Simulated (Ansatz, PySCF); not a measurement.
The pair A = CHN (SMILES C#N) (first 3 atoms), B = H2 (SMILES [H][H]); geometry from B3LYP-D3(BJ)/def2-TZVP.
(charge 0, multiplicity 1):
```xyz
5

C      0.17011     0.56812    -0.69666
N      0.09935     0.34566     0.42525
H      0.23596     0.77511    -1.74112
H     -0.06106    -0.16041     3.18657
H     -0.10265    -0.29176     3.91877
```

Cores are frozen in the correlated methods. CBS(a, b) extrapolates the correlation energy as X⁻³ and adds the Hartree–Fock energy of set b. MP2 and its Hartree–Fock in aug-cc-pVQZ are density fitted.

Run with Ansatz (Gaussian orbitals); PySCF for the dispersion terms. 

The monomers are drawn apart, rigid, along the line of their centres of mass. Counterpoise-corrected interaction energies (kcal/mol):

```json
[
 {"level": "PBE/def2-TZVPPD", "R = 4.901 Å": "-0.2068", "R = 6.026 Å": "-0.0656"},
 {"level": "PBE-D3(BJ)/def2-TZVPPD", "R = 4.901 Å": "-0.2605", "R = 6.026 Å": "-0.0803"},
 {"level": "wB97M-V/def2-TZVPPD", "R = 4.901 Å": "-0.2100", "R = 6.026 Å": "-0.0768"},
 {"level": "MP2/CBS(aug-cc-pVTZ, aug-cc-pVQZ) + ΔCCSD(T)/aug-cc-pVTZ", "R = 4.901 Å": "-0.2245", "R = 6.026 Å": "-0.0810"}
]
```

Question: R is the distance of the centres of mass. Find the local exponent m of E ∝ R⁻ᵐ between the two points.

Answer: 
m = ln(E₁/E₂)/ln(R₂/R₁): PBE/def2-TZVPPD 5.6; PBE-D3(BJ)/def2-TZVPPD 5.7; wB97M-V/def2-TZVPPD 4.9; MP2/CBS(aug-cc-pVTZ, aug-cc-pVQZ) + ΔCCSD(T)/aug-cc-pVTZ 4.9. For scale, two fixed dipoles give m = 3, dipole and quadrupole 4, quadrupoles 5, and dispersion or dipole-induced dipole 6 at long range; at these distances several terms mix, and what is left of overlap and damping shifts m, so it need not match one of them.

Ansatz is a first-principles code.
